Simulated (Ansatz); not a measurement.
Species: PbBr, charge 1, singlet. PbBr+ (SMILES [Br][Pb+]).
B3LYP-D3(BJ)/def2-TZVP minimum from Ansatz (a first-principles code):
```xyz
2

Pb     0.0000     0.0000    -0.7513
Br     0.0000     0.0000     1.7602
```
Charge +1, spin multiplicity 1.

Total energies in def2-QZVPP, 10 correlated electrons, 23 frozen orbitals. Open shells are spin-unrestricted; no spin-orbit coupling. Correlated methods leave the cores frozen (noble-gas shells, and filled d and f shells in the p block). Past Kr the def2 sets carry scalar-relativistic core potentials. Spin-orbit terms, left out, reach several kcal/mol for Br and I, and more for heavier atoms. The spin of BrPb+ ([Br][Pb+], singlet) was assumed, and the state is the lowest solution found for it.

```tsv
method	program	energy (Eh)	minus CCSDT(Q) (mEh)
HF	Ansatz	-2764.12470	260.36
MP2	Ansatz	-2764.35402	31.03
CCSD	Ansatz	-2764.37153	13.53
CCSD(T)	Ansatz	-2764.38362	1.43
CCSDT(Q)	Ansatz	-2764.38505	0.00
```

Rough core times of Ansatz's runs on a shared machine: CCSD(T) 20 s, CCSDT(Q) 20 min.
